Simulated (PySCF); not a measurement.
Level of theory: PySCF 2.14.0 with B3LYP-D3(BJ)/def2-TZVP // PBE-D3(BJ)/def2-SVP. Isolated molecules, 0 K electronic values unless said otherwise. One relaxed conformer stands for a flexible species; it need not be the lowest. B3LYP has the VWN-RPA correlation part, as in Gaussian. 

Reference species: [Ta(F)(NH2)4] (neutral, multiplicity 1).

The coordination number is 5. The charge on the central atom (Mulliken) comes out as 1.41 e, the LUMO comes out as -0.86 eV and the HOMO–LUMO gap is 6.05 eV.

Changed species: [Ta(F)5] (0 of 5 F replaced by NH2; the reference has 4 of 5 F replaced by NH2).

Problem. What does the change do to the coordination number, charge on the central atom (Mulliken), LUMO and HOMO–LUMO gap?

Solution. the coordination number hardly moves; the charge on the central atom (Mulliken) goes up by 0.40 e, to 1.81 e; the LUMO falls by 2.21 eV, to -3.07 eV; the HOMO–LUMO gap goes up by 2.83 eV, to 8.88 eV.
